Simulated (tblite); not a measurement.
Compound: C7H8O2.
Numbering: `[CH3:1][O:2][C@:3]12[CH:4]=[CH:5][C@H:6]([CH:7]=[CH:8]1)[O:9]2` (hydrogens: H10, H11, H12 on C1; H13 on C4; H14 on C5; H15 on C6; H16 on C7; H17 on C8)

Computed with GFN2-xTB (tblite), gas phase: Langevin dynamics at 600 K from the optimised GFN2-xTB geometry, time step 0.5 fs, friction 0.01 fs⁻¹, 2000 steps.

Start geometry:
```
atom  x, y, z in Å
C1      2.536   -0.007   -0.321
O2      1.444   -0.865   -0.597
C3      0.225   -0.368   -0.223
C4     -0.068   -0.109    1.274
C5     -1.095    0.723    1.277
C6     -1.410    0.966   -0.202
C7     -1.993   -0.357   -0.710
C8     -0.972   -1.196   -0.719
O9     -0.107    0.919   -0.765
H10     3.417   -0.517   -0.706
H11     2.407    0.952   -0.827
H12     2.641    0.163    0.755
H13     0.466   -0.578    2.075
H14    -1.653    1.144    2.088
H15    -1.930    1.881   -0.464
H16    -3.023   -0.507   -0.959
H17    -0.890   -2.229   -0.985
```

The statistics below take the 31 frames saved every 25 fs from 250 to 1000 fs; their kinetic temperature (all 3N coordinates) averages 602 K.

**Question.** Give the mean, spread and extremes of the bond lengths.

**Answer.** 
```json
{"bond": "C1–O2", "start (Å)": "1.417", "mean (Å)": "1.425", "standard deviation (Å)": "0.036", "shortest (Å)": "1.364", "longest (Å)": "1.535"}
{"bond": "O2–C3", "start (Å)": "1.368", "mean (Å)": "1.374", "standard deviation (Å)": "0.039", "shortest (Å)": "1.314", "longest (Å)": "1.456"}
{"bond": "C3–C4", "start (Å)": "1.548", "mean (Å)": "1.553", "standard deviation (Å)": "0.060", "shortest (Å)": "1.418", "longest (Å)": "1.708"}
{"bond": "C4=C5", "start (Å)": "1.321", "mean (Å)": "1.322", "standard deviation (Å)": "0.021", "shortest (Å)": "1.281", "longest (Å)": "1.366"}
{"bond": "C5–C6", "start (Å)": "1.532", "mean (Å)": "1.540", "standard deviation (Å)": "0.044", "shortest (Å)": "1.464", "longest (Å)": "1.654"}
{"bond": "C6–C7", "start (Å)": "1.532", "mean (Å)": "1.544", "standard deviation (Å)": "0.047", "shortest (Å)": "1.424", "longest (Å)": "1.627"}
{"bond": "C7=C8", "start (Å)": "1.322", "mean (Å)": "1.329", "standard deviation (Å)": "0.037", "shortest (Å)": "1.259", "longest (Å)": "1.409"}
{"bond": "C6–O9", "start (Å)": "1.420", "mean (Å)": "1.430", "standard deviation (Å)": "0.036", "shortest (Å)": "1.376", "longest (Å)": "1.518"}
{"bond": "C3–C8", "start (Å)": "1.537", "mean (Å)": "1.544", "standard deviation (Å)": "0.052", "shortest (Å)": "1.460", "longest (Å)": "1.704"}
{"bond": "C3–O9", "start (Å)": "1.436", "mean (Å)": "1.446", "standard deviation (Å)": "0.038", "shortest (Å)": "1.378", "longest (Å)": "1.524"}
{"bond": "C1–H10", "start (Å)": "1.088", "mean (Å)": "1.113", "standard deviation (Å)": "0.062", "shortest (Å)": "0.984", "longest (Å)": "1.245"}
{"bond": "C1–H11", "start (Å)": "1.092", "mean (Å)": "1.101", "standard deviation (Å)": "0.033", "shortest (Å)": "1.031", "longest (Å)": "1.171"}
{"bond": "C1–H12", "start (Å)": "1.095", "mean (Å)": "1.109", "standard deviation (Å)": "0.049", "shortest (Å)": "1.026", "longest (Å)": "1.208"}
{"bond": "C4–H13", "start (Å)": "1.071", "mean (Å)": "1.077", "standard deviation (Å)": "0.034", "shortest (Å)": "1.010", "longest (Å)": "1.138"}
{"bond": "C5–H14", "start (Å)": "1.071", "mean (Å)": "1.085", "standard deviation (Å)": "0.067", "shortest (Å)": "0.936", "longest (Å)": "1.221"}
{"bond": "C6–H15", "start (Å)": "1.084", "mean (Å)": "1.103", "standard deviation (Å)": "0.058", "shortest (Å)": "1.003", "longest (Å)": "1.241"}
{"bond": "C7–H16", "start (Å)": "1.071", "mean (Å)": "1.078", "standard deviation (Å)": "0.042", "shortest (Å)": "0.995", "longest (Å)": "1.215"}
{"bond": "C8–H17", "start (Å)": "1.069", "mean (Å)": "1.080", "standard deviation (Å)": "0.053", "shortest (Å)": "0.977", "longest (Å)": "1.224"}
```

**Question.** Give the same statistics for bond angles, one of each kind among heavy atoms.

**Answer.** 
```tsv
angle	start (°)	mean (°)	standard deviation (°)	smallest (°)	largest (°)
C1–O2–C3	114.5	115.4	4.8	104.8	124.1
O2–C3–C4	119.6	119.9	3.3	113.5	129.9
O2–C3–C8	114.2	113.8	4.2	106.0	122.0
O2–C3–O9	115.4	115.3	4.1	109.1	125.7
C4–C3–C8	104.7	104.4	3.7	97.9	111.3
C4–C3–O9	99.9	99.8	3.2	93.3	105.9
C3–C4–C5	104.8	105.0	2.7	97.9	110.5
C4–C5–C6	104.9	104.8	2.6	99.1	110.7
C5–C6–C7	105.1	104.9	3.5	96.8	111.5
C5–C6–O9	100.9	100.7	2.7	94.5	107.1
C3–O9–C6	95.3	95.0	2.8	88.7	101.9
```

**Question.** Follow the torsion C1–O2–C3–C4 through every second one of these frames.

**Answer.** 
| t (fs) | C1–O2–C3–C4 (°) |
| --- | --- |
| 250 | -57 |
| 300 | -34 |
| 350 | -53 |
| 400 | -83 |
| 450 | -85 |
| 500 | -83 |
| 550 | -77 |
| 600 | -64 |
| 650 | -59 |
| 700 | -70 |
| 750 | -63 |
| 800 | -60 |
| 850 | -67 |
| 900 | -74 |
| 950 | -42 |
| 1000 | -59 |

Largest departure from the start value over all these frames: C1–O2–C3–C4 40° (start -64°).

**Question.** How widely does the potential energy scatter, against a harmonic estimate?

**Answer.** Mean 1.11 eV above the start, standard deviation 0.175 eV, range 0.76 to 1.53 eV. For 45 classical harmonic modes at 600 K the canonical values are 45kT/2 = 1.16 eV and kT·√(45/2) = 0.245 eV.

The run is classical and short, so these are rough statistics of one trajectory.

What follows is the cost of the whole dynamics run. Time: 21 s. Hardware: one thread, x86-64 server, on a shared host.
